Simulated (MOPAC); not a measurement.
Input for MOPAC: PM6 on BrGaH2 (SMILES [GaH2][Br]), a point of a bond scan (R = 1.713 Å).

```
PM6 1SCF PRECISE CHARGE=0 THREADS=1
BrGaH2

Ga    -0.62727121 1    -0.97642227 1     0.15641510 1
H     -0.01485994 1    -2.05770416 1     1.33580113 1
H     -1.89600936 1    -1.10175241 1    -0.73821097 1
Br     0.61177002 1     0.95229282 1    -0.15254975 1
```

Output:

```
*******************************************************************************
 **                                                                           **
 **                              MOPAC v23.2.5                                **
 **                                                                           **
 *******************************************************************************
 ** MOPAC's Digital Object Identifier: https://doi.org/10.5281/zenodo.6511958 **
 **                                                                           **
 ** Please cite the open-source release paper for use of this MOPAC version:  **
 ** J. E. Moussa and J. J. P. Stewart (2026)                                  **
 ** MOPAC: An open-source semiempirical molecular orbital program             **
 ** J. Open Source Softw., 11(119), 8025, https://doi.org/10.21105/joss.08025 **
 *******************************************************************************

                              PM6 CALCULATION RESULTS

 *******************************************************************************
 *  PM6        - The PM6 Hamiltonian to be used
 *
 *
 *
 *                 CHARGE ON SYSTEM = 0
 *
 *
 *
 *  PRECISE    - TIGHTER CRITERIA TO BE USED
 *  1SCF       - DO 1 SCF AND THEN STOP
 *  THREADS=1  - MULTI-THREADING NOT USED
 *  T=         - A TIME OF 172800.0 SECONDS REQUESTED
 *  DUMP=N     - RESTART FILE WRITTEN EVERY 7200.0 SECONDS REQUESTED
 *******************************************************************************
PM6 1SCF PRECISE CHARGE=0 THREADS=1
 BrGaH2

   ATOM   CHEMICAL          X               Y               Z
  NUMBER   SYMBOL      (ANGSTROMS)     (ANGSTROMS)     (ANGSTROMS)

     1      Ga         -0.62727121  *  -0.97642227  *   0.15641510  *
     2       H         -0.01485994  *  -2.05770416  *   1.33580113  *
     3       H         -1.89600936  *  -1.10175241  *  -0.73821097  *
     4      Br          0.61177002  *   0.95229282  *  -0.15254975  *



          CARTESIAN COORDINATES

    NO.       ATOM           X           Y           Z

     1        Ga         -0.6273     -0.9764      0.1564
     2         H         -0.0149     -2.0577      1.3358
     3         H         -1.8960     -1.1018     -0.7382
     4        Br          0.6118      0.9523     -0.1525

 General Reference for PM6:
 "Optimization of Parameters for Semiempirical Methods V: Modification of NDDO Approximations
 and Application to 70 Elements", J. J. P. Stewart, J. Mol. Mod., 13, 1173-1213 (2007)
 URL: https://link.springer.com/article/10.1007/s00894-007-0233-4

           Empirical Formula: H2 Ga Br  =     4 atoms



      MOLECULAR POINT GROUP   :   C2v


      RHF CALCULATION, NO. OF DOUBLY OCCUPIED LEVELS = 6


 -------------------------------------------------------------------------------
 PM6 1SCF PRECISE CHARGE=0 THREADS=1
 BrGaH2



     1SCF WAS SPECIFIED, SO BFGS WAS NOT USED
     SCF FIELD WAS ACHIEVED


                              PM6 CALCULATION
                                                       MOPAC v23.2.5 Linux




          FINAL HEAT OF FORMATION =         -6.15925 KCAL/MOL =     -25.77031 KJ/MOL


          COSMO AREA              =         96.02 SQUARE ANGSTROMS
          COSMO VOLUME            =         79.51 CUBIC ANGSTROMS

          IONIZATION POTENTIAL    =         10.527394 EV
          HOMO LUMO ENERGIES (EV) =        -10.527 -1.136
          NO. OF FILLED LEVELS    =          6
          MOLECULAR WEIGHT        =        151.6548         POINT GROUP:  C2v

          MOLECULAR DIMENSIONS (Angstroms)

            Atom       Atom       Distance
           Br     4    H     2     3.41584
            H     3   Br     4     2.60603
           Ga     1   Br     4     0.00000


          SCF CALCULATIONS        =          1





   ATOM   CHEMICAL          X               Y               Z
  NUMBER   SYMBOL      (ANGSTROMS)     (ANGSTROMS)     (ANGSTROMS)

     1      Ga         -0.62727121  *  -0.97642227  *   0.15641510  *
     2       H         -0.01485994  *  -2.05770416  *   1.33580113  *
     3       H         -1.89600936  *  -1.10175241  *  -0.73821097  *
     4      Br          0.61177002  *   0.95229282  *  -0.15254975  *

                             CARTESIAN COORDINATES

   1   Ga       -0.627271210    -0.976422270     0.156415100
   2    H       -0.014859940    -2.057704160     1.335801130
   3    H       -1.896009360    -1.101752410    -0.738210970
   4   Br        0.611770020     0.952292820    -0.152549750


           Empirical Formula: H2 Ga Br  =     4 atoms



      MOLECULAR POINT GROUP   :   C2v


                  EIGENVALUES
 -26.69755 -18.41205 -13.26067 -12.21425 -11.14947 -10.52739  -1.13559  -0.29517
   2.29424   3.76885 113.95119 113.99047 114.02376 114.08444 114.09821


              NET ATOMIC CHARGES AND DIPOLE CONTRIBUTIONS

  ATOM NO.   TYPE          CHARGE      No. of ELECS.   s-Pop       p-Pop       d-Pop
    1         Ga          -0.198182        3.1982     1.36498     1.83321
    2          H           0.181319        0.8187     0.81868
    3          H           0.169796        0.8302     0.83020
    4         Br          -0.152933        7.1529     1.98082     5.16899     0.00312
 DIPOLE           X         Y         Z       TOTAL
 POINT-CHG.    -1.412    -2.461     0.524     2.885
 HYBRID         0.443     0.794    -0.179     0.927
 SUM           -0.968    -1.666     0.346     1.958


          ATOMIC ORBITAL ELECTRON POPULATIONS

     Atom    s        px        py        pz      x^2-y^2     xz        z^2       yz        xy
    1 Ga   1.36498   0.66203   0.60359   0.56758
    2  H   0.81868
    3  H   0.83020
    4 Br   1.98082   1.76244   1.47773   1.92882   0.00062   0.00013   0.00051   0.00043   0.00143

 **********************
 *                    *
 * JOB ENDED NORMALLY *
 *                    *
 **********************




 == MOPAC DONE ==
```

The run finished.

Cost: around 0.03 core-seconds (rough).
